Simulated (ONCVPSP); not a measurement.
**Reading a pseudo-wave (Al (Z = 13))**

Columns: radius, all-electron u(r) and pseudo u(r) of the 3s shell (level -7.97 eV) of aluminium in the configuration [Ne] 3s1.75 3p1.25; PBE, scalar-relativistic, ONCV scheme, ONCVPSP 4.0.1.

```
r (bohr)  all-electron  pseudo
   0.108        0.1066  0.0111
   0.215       -0.1098  0.0244
   0.322       -0.2583  0.0421
   0.430       -0.2971  0.0663
   0.538       -0.2535  0.0981
   0.645       -0.1634  0.1374
   0.752       -0.0516  0.1839
   0.860        0.0667  0.2369
   0.968        0.1805  0.2942
   1.075        0.2833  0.3533
   1.182        0.3736  0.4124
   1.290        0.4511  0.4700
   1.398        0.5152  0.5230
   1.505        0.5665  0.5692
   1.612        0.6068  0.6075
   1.720        0.6373  0.6374
   1.828        0.6585  0.6585
   1.935        0.6712  0.6712
   2.042        0.6766  0.6766
   2.150        0.6758  0.6758
   2.258        0.6696  0.6695
   2.365        0.6589  0.6589
   2.472        0.6446  0.6446
   2.580        0.6271  0.6271
   2.688        0.6073  0.6073
   2.795        0.5859  0.5859
```

(1) How many radial nodes do the two functions have?

(2) At about which radius was the pseudo-wave matched?

(3) Where does each function peak?

(4) Is the pseudo-wave norm-conserving?

## Answers

(1) The all-electron 3s function has n − l − 1 = 2; the pseudo-wave has 0, since the states of the same l below it are removed with the core.

(2) 1.90 bohr. The columns agree to 0.0005 from 1.72 bohr on; several derivatives are matched, so the curves merge somewhat inside the radius.

(3) Outermost all-electron maximum near 2.04 bohr, pseudo maximum near 2.04 bohr (to the table’s step).

(4) Yes: the ONCV scheme keeps the norm inside the radius equal to the all-electron one, which fixes the energy derivative of the logarithmic derivative at the level.
